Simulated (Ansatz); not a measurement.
Geometry optimisation, RKS LDA/def2-SVP (Ansatz 0.2.0).

Input file:

```yaml
crystal:
  periodic: [false, false, false]
  atoms:
    - { symbol: Al, position_ang: [0.0, 0.0, 0.0] }
    - { symbol: O, position_ang: [0.0, 0.0, 2.13] }
    - { symbol: H, position_ang: [-0.9095, -0.2814, 2.4671] }
    - { symbol: "N", position_ang: [1.6627, 0.0, -0.96] }
    - { symbol: H, position_ang: [2.1293, -0.9179, -1.2118] }
    - { symbol: H, position_ang: [2.1141, 0.9179, -1.2382] }
    - { symbol: F, position_ang: [-1.4635, 0.0, -0.845] }
    - { symbol: Cl, position_ang: [0.1134, 2.3983, 0.7978] }
    - { symbol: H, position_ang: [0.0597, 1.263, 1.9417] }
basis:
  gaussian: { orbitals: def2-SVP }
hamiltonian:
  xc: lda
relax:
  f_tol: 0.15
  max_steps: 25
  restrain:
    - { distance: [0, 7], at: 3.43, k: 30.0 }
    - { distance: [8, 1], at: 2.21, k: 30.0 }
    - { distance: [0, 1], at: 1.78, k: 30.0 }
    - { distance: [8, 7], at: 1.37, k: 30.0 }
output:
  orbitals: {}
```

Command:

```bash
$ ansatz run input.yaml --threads 2 --pin off --max-ram 3072MiB --backend cpu --events-out ev --progress --plain --runs-dir out
```

**Question.** Where does it end, and by what steps?

**Answer.** The run converged. The restraints hold the end off the free minimum. After 15 steps the energy has fallen by 0.558 eV (the restraints' own energy left out); H6 moved furthest, 1.20 Å. Parted: Al1–Cl8 (2.53 → 3.42 Å).

```json
{"step": "0", "energy less start (eV)": "0.0000", "largest force component (eV/Å)": "2.721", "accepted": "yes"}
{"step": "1", "energy less start (eV)": "0.3998", "largest force component (eV/Å)": "2.594", "accepted": "yes"}
{"step": "2", "energy less start (eV)": "0.3850", "largest force component (eV/Å)": "2.470", "accepted": "yes"}
{"step": "3", "energy less start (eV)": "0.0078", "largest force component (eV/Å)": "1.946", "accepted": "yes"}
{"step": "4", "energy less start (eV)": "-0.1951", "largest force component (eV/Å)": "1.473", "accepted": "yes"}
{"step": "5", "energy less start (eV)": "-0.2604", "largest force component (eV/Å)": "1.191", "accepted": "yes"}
{"step": "6", "energy less start (eV)": "-0.2956", "largest force component (eV/Å)": "1.449", "accepted": "yes"}
{"step": "7", "energy less start (eV)": "-0.3565", "largest force component (eV/Å)": "1.147", "accepted": "yes"}
{"step": "8", "energy less start (eV)": "-0.4058", "largest force component (eV/Å)": "1.071", "accepted": "yes"}
{"step": "9", "energy less start (eV)": "-0.4367", "largest force component (eV/Å)": "0.951", "accepted": "yes"}
{"step": "10", "energy less start (eV)": "-0.5133", "largest force component (eV/Å)": "0.958", "accepted": "yes"}
{"step": "11", "energy less start (eV)": "-0.5473", "largest force component (eV/Å)": "0.941", "accepted": "yes"}
{"step": "12", "energy less start (eV)": "-0.5553", "largest force component (eV/Å)": "0.992", "accepted": "yes"}
{"step": "13", "energy less start (eV)": "-0.5192", "largest force component (eV/Å)": "1.262", "accepted": "no"}
{"step": "14", "energy less start (eV)": "-0.5516", "largest force component (eV/Å)": "1.089", "accepted": "yes"}
{"step": "15", "energy less start (eV)": "-0.5583", "largest force component (eV/Å)": "0.977", "accepted": "yes"}
```

```xyz
9
Properties=species:S:1:pos:R:3
Al 0.017 -0.087 -0.058
O 0.012 -0.354 1.674
H -0.837 -0.555 2.107
N 1.529 -0.196 -0.925
H 2.434 -0.342 -0.468
H 1.648 0.043 -1.912
F -1.437 0.083 -0.836
Cl 0.144 2.988 1.437
H 0.196 1.799 2.063
```

The run took 20 s on 2 threads of Intel(R) Xeon(R) CPU @ 2.60GHz (Ice Lake) (shared host), peak memory 0.19 GiB.
